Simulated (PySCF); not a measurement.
B(OH)2(SMe) (CH5BO2S), SMILES OB(SC)O. The structure is a stationary point at PBE-D3(BJ)/def2-SVP. Other conformers were not sampled.

Computed equilibrium geometry at PBE-D3(BJ)/def2-SVP (PySCF confirms it by a frequency run) as bond lengths and angles, and its point group (one conformer of several):
point group Cs.
Atoms: B1 O2 H3 O4 H5 S6 C7 H8 H9 H10. Bonds (Å): B1–O2 1.376, B1–O4 1.378, B1–S6 1.826, O2–H3 0.972, O4–H5 0.973, S6–C7 1.831, C7–H8 1.106, C7–H9 1.106, C7–H10 1.106. Bond angles (°): O2–B1–O4 125.9, O2–B1–S6 115.6, O4–B1–S6 118.5, B1–O2–H3 114.4, B1–O4–H5 114.2, B1–S6–C7 101.0, S6–C7–H8 111.1, S6–C7–H9 106.8, S6–C7–H10 111.1, H8–C7–H9 109.3, H8–C7–H10 109.1, H9–C7–H10 109.3.
Charge 0, spin multiplicity 1.
